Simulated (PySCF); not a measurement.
Excited states of He (helium, neutral)

Ground state 1s2, ¹S. Computed with PySCF 2.14 in aug-cc-pVDZ with two added diffuse shells each of s, p type (5s4p, 17 functions), with the non-relativistic Hamiltonian (point nucleus). Vertical excitation energies in eV without spin-orbit coupling; excited terms of each kind are numbered among those the solver found. Frozen: nothing.

```json
{"term": "1 3S", "leading excitation": "1s → s", "EOM-EE-CCSD": "19.626", "measured centre of gravity (NIST)": "19.820 (1s2s)"}
{"term": "1 1S", "leading excitation": "1s → s", "EOM-EE-CCSD": "20.434", "measured centre of gravity (NIST)": "22.920 (1s3s)"}
{"term": "1 3P°", "leading excitation": "1s → p", "EOM-EE-CCSD": "20.787", "measured centre of gravity (NIST)": "20.964 (1s2p)"}
{"term": "1 1P°", "leading excitation": "1s → p", "EOM-EE-CCSD": "21.058", "measured centre of gravity (NIST)": "21.218 (1s2p)"}
{"term": "2 3S", "leading excitation": "1s → s", "EOM-EE-CCSD": "22.569", "measured centre of gravity (NIST)": "n/a"}
{"term": "2 1S", "leading excitation": "1s → s", "EOM-EE-CCSD": "22.757", "measured centre of gravity (NIST)": "n/a"}
{"term": "2 3P°", "leading excitation": "1s → p", "EOM-EE-CCSD": "22.808", "measured centre of gravity (NIST)": "n/a"}
{"term": "2 1P°", "leading excitation": "1s → p", "EOM-EE-CCSD": "22.909", "measured centre of gravity (NIST)": "n/a"}
```

Only the lower part of the computed list is shown. Doubly excited terms such as np² are absent. The solver can miss terms. Rydberg members are limited by the diffuse functions of the basis.
